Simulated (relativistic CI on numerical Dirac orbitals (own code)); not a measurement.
# Crystal-field levels of Zn4+, 3d8

Calculated by Dirac-Coulomb-Breit CI, separate exchange-only KLI orbitals for each configuration, QED by a radiative potential, valence Slater integrals scaled by 0.7, one configuration in a parametric crystal field (own radial code).

Field parameters in Wybourne normalisation: Td as Oh with Dq negative (B⁴₀ = 21Dq, B⁴₄ = √(5/14) B⁴₀). The field is a parameter set, without covalency.

S and J are read from ⟨S²⟩ = S(S + 1) and ⟨J²⟩ = J(J + 1) of each level; they are not fictitious spins.

Td, 10Dq = -2200 cm⁻¹, the lowest 16 levels:

```
E (cm⁻¹)  Degeneracy  Irrep     S     J
     0.0           1     A1  1.00  4.00
     428           3     T1  1.00  3.93
     945           2      E  1.00  3.91
    1747           3     T2  1.00  3.68
    3665           3     T2  0.99  3.06
    3775           3     T1  1.00  3.08
    4207           1     A2  1.00  3.00
    4787           2      E  0.99  2.15
    6638           3     T2  0.99  2.44
   16565           3     T2  0.30  2.04
   17054           2      E  0.38  2.12
   20739           3     T2  0.88  2.03
   20951           2      E  0.82  2.11
   21278           3     T1  1.00  1.01
   21632           1     A1  1.00  0.05
   25051           3     T2  0.01  3.96
```

Td, 10Dq = -4000 cm⁻¹, the lowest 10 levels:

```tsv
E (cm⁻¹)	Degeneracy	Irrep	S	J
0.0	1	A1	1.00	3.99
577	3	T1	1.00	3.86
1432	2	E	1.00	3.74
2173	3	T2	1.00	3.31
5058	3	T2	0.99	3.22
5135	3	T1	1.00	3.16
5721	1	A2	1.00	3.00
5820	2	E	0.99	2.41
9577	3	T2	0.98	2.72
17171	3	T2	0.25	2.13
```

Td, 10Dq = -5800 cm⁻¹, the lowest 10 levels:

| E (cm⁻¹) | Degeneracy | Irrep | S | J |
| --- | --- | --- | --- | --- |
| 0.0 | 1 | A1 | 1.00 | 3.98 |
| 654 | 3 | T1 | 1.00 | 3.80 |
| 1721 | 2 | E | 1.00 | 3.57 |
| 2303 | 3 | T2 | 1.00 | 3.13 |
| 6595 | 3 | T2 | 0.99 | 3.25 |
| 6601 | 3 | T1 | 1.00 | 3.22 |
| 7076 | 2 | E | 0.99 | 2.65 |
| 7272 | 1 | A2 | 1.00 | 3.00 |
| 12706 | 3 | T2 | 0.97 | 2.87 |
| 17644 | 3 | T2 | 0.21 | 2.26 |

The free-ion ground term has S = 1. Every field shown keeps that spin.

Levels of this model without a field, named by their leading LS term (the scale mimics covalency, so terms lie below those of the real free ion): ³F4 0, ³F3 2415, ³F2 3909, ¹D2 15637, ³P2 19544, ³P1 19888, ³P0 20248, ¹G4 24348 cm⁻¹.
